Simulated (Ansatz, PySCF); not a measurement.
Reaction (SMILES): CC[O][GeH3] [ethoxygermane] + H+ -> CC[OH+][GeH3]
Each molecule is optimised on its own at B3LYP-D3(BJ)/def2-TZVP (Ansatz, a first-principles code), one conformer each, not searched for the lowest.

Property: proton affinity (enthalpy at 298 K, with B3LYP-D3(BJ) rigid-rotor harmonic-oscillator terms from PySCF), positive where the reaction releases energy, in kcal/mol. Valence correlation only, unless marked. No spin-orbit coupling. Frozen are the shells of the preceding noble gas and the d and f shells that filled before the atom's block. No relativistic terms. Basis-set limits of correlation are two-point, X^-3; Hartree-Fock from the larger set.

| level | program | proton affinity (kcal/mol) | minus last row |
|---|---|---|---|
| PBE-D3(BJ)/def2-TZVPD | Ansatz + dftd3 | 201.3 | -0.9 |
| r2SCAN-D3(BJ)/def2-TZVPD | Ansatz + dftd3 | 201.6 | -0.6 |
| B3LYP/def2-TZVPD | Ansatz | 202.8 | 0.6 |
| PBE0-D3(BJ)/def2-TZVPD | Ansatz + dftd3 | 202.9 | 0.7 |
| B2PLYP/def2-TZVPD | Ansatz | 201.3 | -0.9 |
| CCSD(T)/cc-pVTZ | Ansatz | 204.0 | 1.8 |
| CCSD(T)/CBS(cc-pVTZ,cc-pVQZ) | Ansatz | 202.2 | 0.0 |
